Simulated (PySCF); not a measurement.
**Potential energy of NaTe⁺ along the bond**

Set-up: PySCF, spin-free X2C with a Gaussian nucleus, basis sets Na x2c-SVPall, Te x2c-SVPall. Energies in eV from Na⁺ + Te in their ground configurations at the same level. State: ³Σ⁻ (triplet), unpaired electrons π ↑↑.

```tsv
R (Å)	LC-ωPBE	PBE	BHandHLYP
2.711	-0.5007	-0.6110	-0.5721
2.837	-0.6301	-0.7433	-0.7027
2.963	-0.6980	-0.8141	-0.7706
3.057	-0.7205	-0.8385	-0.7924
3.152	-0.7254	-0.8450	-0.7963
3.247	-0.7175	-0.8382	-0.7870
3.373	-0.6927	-0.8145	-0.7602
3.530	-0.6477	-0.7696	-0.7124
3.719	-0.5839	-0.7044	-0.6450
3.971	-0.4959	-0.6118	-0.5520
```

Put a parabola through the three lowest points of the LC-ωPBE curve and estimate Re, k and ωe (reduced mass 19.53 u; 1 eV/Å² = 0.16022 mdyn/Å; ωe = 1302.8·√(k/μ) cm⁻¹).

Through R = 3.057, 3.152, 3.247 Å the second-order coefficient is 0.709 eV/Å², so Re ≈ 3.141 Å, k ≈ 0.227 mdyn/Å and ωe ≈ 141 cm⁻¹. A polynomial fit of higher order to the unrounded LC-ωPBE energies gives Re = 3.136 Å, k = 0.243 mdyn/Å, ωe = 145 cm⁻¹; anharmonicity and rounding make the difference.

The higher-order fit for each curve: LC-ωPBE: Re = 3.136 Å, ωe = 145 cm⁻¹, De = 0.73 eV; PBE: Re = 3.146 Å, ωe = 145 cm⁻¹, De = 0.85 eV; BHandHLYP: Re = 3.128 Å, ωe = 149 cm⁻¹, De = 0.80 eV.

These are scalar-relativistic numbers at best; spin–orbit coupling would shift them, the dissociation energy most. For an ion De counts to the pair picked by the measured ionisation energies or electron affinities, which need not be the lowest pair at this level. The state was picked by a PBE0 search and need not be the measured ground state.
